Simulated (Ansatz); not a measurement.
Problem. Name a neutral molecule of Cl, Ga and H with HOMO energy (ωB97M-V/def2-TZVPP) between -10.85 and -10.55 eV and HOMO energy (B3LYP/def2-TZVPP) between -8.40 and -8.10 eV (Ansatz, PBE0-D4/def2-TZVP geometry).

Solution. `[Cl][GaH2]` (-10.66 eV, -8.21 eV). Other molecules can fit too; these were computed, each in one conformer that needn't be the lowest.

B3LYP here is the variant with VWN-RPA as its local correlation; programs differ in this.
